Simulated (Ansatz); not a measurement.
Process, species as SMILES: [GeH3] (GeH3) → [GeH3-] (an electron is taken up)
B3LYP-D3(BJ)/def2-TZVP geometries, fixed; electronic energies without zero-point terms; positive where energy is released.

Basis-set convergence of the adiabatic electron affinity at PBE0 with Ansatz (a program for electronic structure). Cartesian d functions, on some or all atoms, in 6-31G**; all else is spherical. The program fits the integrals of some runs and decomposes those of others, by size. Open shells are unrestricted. No added dispersion term, no relativity. Functions are those of the species that has most. Reference: the value in aug-cc-pV5Z, 1.471 eV, itself unsure by roughly 0.008 eV (its mean distance from aug-pcseg-3, aug-cc-pVQZ, def2-QZVPPD). Deviations are taken from unrounded values.

```tsv
basis	functions	adiabatic electron affinity (eV)	minus reference (eV)
def2-SV(P)	38	1.286	-0.185
pcseg-1	42	1.365	-0.106
def2-SVP	47	1.244	-0.227
6-31G**	50	1.277	-0.194
def2-SVPD	62	1.349	-0.122
pcseg-2	85	1.439	-0.032
def2-TZVPPD	105	1.395	-0.076
aug-pcseg-2	128	1.476	0.005
pcseg-3	167	1.459	-0.012
def2-QZVPP	179	1.426	-0.045
aug-cc-pVQZ	231	1.467	-0.004
aug-pcseg-3	240	1.473	0.002
cc-pV5Z	269	1.451	-0.020
```
